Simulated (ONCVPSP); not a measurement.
**Cs (Z = 55), ONCV: configuration errors across variants**

Cs (Z = 55), optimised norm-conserving Vanderbilt (ONCV), made with ONCVPSP 4.0.1 (LDA (Perdew-Zunger), fully relativistic). Core [Kr] 4d10, reference 5s2 5p6 6s1. Waves: 5s+6s: rc 3.05 bohr, ncon 4, nbas 8, qcut 4.9 1/bohr, 2 projectors; 5p: rc 2.15 bohr, ncon 5, nbas 9, qcut 3.2 1/bohr, 2 projectors, debl 2.4 Ha; d scattering state at 0.16 Ha: rc 2.85 bohr, ncon 4, nbas 8, qcut 3.5 1/bohr, 2 projectors, debl 3.2 Ha. Local part: polynomial inside 1.85 bohr (lpopt 5, dvloc0 4 Ha). Core correction: none.

Open shells are filled in proportion to 2j + 1.

In the d channel the program set the typed energies aside and used 0.050, 3.250 Ha (j = l + 1/2; the other j can differ).

All-electron excitation energies from the reference (eV): (1) 5s2 5p6 6s0 3.999; (2) 5s2 5p6 6s0.5 1.555; (3) 5s2 5p6 6s0 6p1 1.473; (4) 5s1 5p6 6s1 31.854.

2 further variants failed, have other tests or another functional or relativity, and are left out.

Errors AE − PS in meV (a dash: test not solved or not reliable):

```csv
change,(1),(2),(3),(4),bound ghosts,GHOST(+) flags above zero
base,-0.1,0.0,+0.1,-116,none,s
s: rc 4.14,-0.3,0.0,-0.1,-286,none,none
s: qcut 4.4,-0.1,0.0,+0.1,-142,none,s
"local potential polynomial inside 1.85 bohr (lpopt 5, dvloc0 3.5 Ha)",-0.1,0.0,0.0,-110,none,p1/2
s: nbas 9,-0.1,0.0,+0.1,-114,none,s
s: qcut 4.1; p: qcut 2.7; d: qcut 3,-0.2,0.0,0.0,-161,none,s
p: debl 0.85,-0.1,0.0,0.0,-116,none,"s, p3/2"
"local potential polynomial inside 2.00 bohr (lpopt 5, dvloc0 1 Ha)",-0.1,0.0,+0.1,-109,none,s
s: qcut 5.5,0.0,0.0,+0.2,-69,none,s
p: rc 3.04,-0.1,0.0,+1.2,-88,none,s
```

(1) Give the same row for: s: nproj 3.

Answers

(1) -0.1, 0.0, +0.1, -110; bound ghosts: none; GHOST(+) flags above zero: s.
